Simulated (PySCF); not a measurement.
Structure with atom numbers: `[CH3:1][O:2][CH2:3][SiH2:4][n:5]1[cH:6][cH:7][cH:8][cH:9]1`; H(Xn) means a hydrogen on atom n.

Theory: σ from GIAO-KT2/pcSseg-1, PBE0-D3(BJ)/def2-SVP structure, in PySCF (no relativistic terms, single conformer, equivalent nuclei averaged, isolated molecule).

Predict the 2D correlation tables (HSQC, COSY, HMBC).

Results:



HSQC (one-bond C–H):
```csv
δH,δC
6.57 (H(C6)/H(C9)),118.5 (C6/C9)
6.33 (H(C7)/H(C8)),108.7 (C7/C8)
3.37 (H(C3)),62.5 (C3)
3.35 (H(C1)),61.7 (C1)
```

COSY cross peaks (H two or three bonds apart, from the bond graph; peaks can be absent where the dihedral angle is near 90°):
```csv
δH,δH
6.57 (H(C6)/H(C9)),6.33 (H(C7)/H(C8))
5.12 (H(Si4)),3.37 (H(C3))
```

HMBC (two and three bonds, from the bond graph):
```csv
δH,δC
6.57 (H(C6)/H(C9)),"118.5 (C6/C9), 108.7 (C7/C8)"
6.33 (H(C7)/H(C8)),"118.5 (C6/C9), 108.7 (C7/C8)"
5.12 (H(Si4)),"118.5 (C6/C9), 62.5 (C3)"
3.37 (H(C3)),61.7 (C1)
3.35 (H(C1)),62.5 (C3)
```

Referencing at the same level of theory: TMS for ¹H (σ = 31.18 ppm) and ¹³C (σ = 183.22 ppm).

Short H···H contacts in this conformer between protons four or more bonds apart (candidates for NOE cross peaks, intensity ∝ r⁻⁶): H(C1)···H(C3) 2.37 Å, H(C1)···H(Si4) 2.60 Å.

Shifts are as computed. Against solution values, carbons near 30 ppm lie about +2 ppm off and those near 130 ppm about -5 ppm. Of 1211 compounds with measured shifts, 218 miss one by over three times the rms of a fit or turn the order of signals round; such compounds aren't used in these exercises.
